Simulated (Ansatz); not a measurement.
`CC[Si]SC`, relaxed with RKS PBE0-D4/def2-TZVP in Ansatz 0.2.0 from a PBE-D4/def2-SVP geometry. The force threshold is 0.005 eV/Å; the program also tests the step.

Total charge 0; spin multiplicity 1.

Start:

```xyz
13

C     0.993   -1.324   -0.489
C    -0.513   -1.023   -0.625
Si   -1.374   -1.108    1.113
S    -1.071    0.880    1.875
C    -0.260    1.985    0.647
H     1.176   -2.295    0.019
H     1.491   -1.378   -1.479
H     1.520   -0.549    0.105
H    -0.677   -0.055   -1.146
H    -0.991   -1.805   -1.256
H    -0.921    2.151   -0.225
H     0.707    1.568    0.308
H    -0.081    2.953    1.154
```

```
step  energy (eV)  largest force (eV/Å)  largest move (Å)
   1  -21945.1320                 0.574             0.000
   2  -21945.1884                 0.205             0.039
   3  -21945.1935                 0.122             0.040
   4  -21945.1955                 0.047             0.019
   5  -21945.1955                 0.048             0.016
   6  -21945.1958                 0.009             0.010
   7  -21945.1958                 0.008             0.006
   8  -21945.1958                 0.003             0.011
```

End:

```xyz
13

C     0.989   -1.332   -0.478
C    -0.500   -0.999   -0.624
Si   -1.319   -1.092    1.100
S    -1.040    0.868    1.855
C    -0.278    1.975    0.634
H     1.140   -2.298    0.014
H     1.483   -1.386   -1.451
H     1.516   -0.585    0.121
H    -0.633   -0.035   -1.123
H    -0.980   -1.755   -1.255
H    -0.958    2.152   -0.198
H     0.661    1.567    0.264
H    -0.082    2.920    1.139
```

Hardware: 4 threads of an Arm Neoverse V2 on a shared host. Wall time 28 s, peak host memory 0.63 GiB.
